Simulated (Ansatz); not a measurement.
Process, species as SMILES: [B]Cl -> [B][Cl+] + e-
Each molecule is optimised on its own at B3LYP-D3(BJ)/def2-TZVP (Ansatz, a first-principles code). Unstable Hartree-Fock reference: [B]Cl.
Geometry of the first species:
```
B
Cl 1 1.7215
```

Property: adiabatic ionisation energy (electronic energy difference), in eV. Valence correlation only, unless marked. UHF or UKS for open shells. No spin-orbit coupling. Non-relativistic. CBS(X,Y): correlation extrapolated as X^-3; Hartree-Fock from the larger set (for Q and 5 zeta extrapolated as (X+1)exp(-9√X)).

| level | program | adiabatic ionisation energy (eV) |
|---|---|---|
| SVWN5/def2-TZVPD | Ansatz | 9.78 |
| PBE-D3(BJ)/def2-TZVPD | Ansatz + dftd3 | 9.68 |
| BLYP-D3(BJ)/def2-TZVPD | Ansatz + dftd3 | 9.67 |
| BLYP/def2-TZVPD | Ansatz | 9.67 |
| PBE0/STO-3G | Ansatz | 8.46 |
| PBE0/def2-TZVP | Ansatz | 9.68 |
| PBE0/def2-QZVPP | Ansatz | 9.67 |
| BHLYP/def2-TZVPD | Ansatz | ___ |
| r2SCAN0/def2-TZVPD | Ansatz | ___ |
| HSE06-D3(BJ)/def2-TZVPD | Ansatz + dftd3 | 9.68 |
| CAM-B3LYP/def2-TZVPD | Ansatz | ___ |
| LC-wPBE-D3(BJ)/def2-TZVPD | Ansatz + dftd3 | 9.74 |
| LC-wPBE-D4/def2-TZVPD | Ansatz + dftd4 | 9.75 |
| CCSD/6-31G* | Ansatz | 9.55 |
| CCSD/aug-cc-pV(D+d)Z | Ansatz | 9.87 |
| CCSD/def2-TZVPPD | Ansatz | 9.87 |
| CCSD(T)/CBS(cc-pV(Q+d)Z,cc-pV(5+d)Z) | Ansatz | ___ |

Q: Fill in the missing entries.

A: 
- BHLYP/def2-TZVPD, adiabatic ionisation energy (eV): 9.70
- r2SCAN0/def2-TZVPD, adiabatic ionisation energy (eV): 9.56
- CAM-B3LYP/def2-TZVPD, adiabatic ionisation energy (eV): 9.84
- CCSD(T)/CBS(cc-pV(Q+d)Z,cc-pV(5+d)Z), adiabatic ionisation energy (eV): 9.98
